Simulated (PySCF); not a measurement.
C₆ coefficients of unlike pairs at PBE0

Calculated with PySCF 2.14 from the dipole response of each species, C₆(A,B) = (3/π) ∫ α_A(iu) α_B(iu) du, in atomic units, from isotropic polarisabilities. For ions this is the dispersion term alone; charge-induced terms of lower order in 1/R come first.

```csv
species,configuration,basis,relativity,α (bohr³),C₆ (like pair)
V+,[Ar] 3d4 (5D),aug-cc-pwCVTZ-DK (10s9p7d4f3g),spin-free X2C,15.73,59.22
S+,[Ne] 3s2 3p3 (4S),aug-cc-pwCVDZ (6s5p3d),none,10.99,55.20
Ge,[Ar] 3d10 4s2 4p2 (3P),aug-cc-pVQZ-PP with ECP10MDF (7s6p5d3f2g),core potential,43.54,378.3
Au(2+),[Xe] 4f14 5d9 (2D),"aug-cc-pVTZ-PP with one added diffuse shell each of s, p, d, f, g type with ECP60MDF (7s7p6d4f3g)",core potential,8.672,56.45
```

Estimate C₆ for Au(2+) with Ge.

The integral gives 122.4. The combination rule 2 C_A C_B / (C_A α_B/α_A + C_B α_A/α_B) gives 119.0 and the geometric mean 146.1.

No spin-orbit coupling is included.

The other pairs:

```tsv
pair	C₆
S+, V+	55.93
Ge, V+	145.8
Au(2+), S+	53.52
Ge, S+	135.8
Au(2+), V+	54.07
```
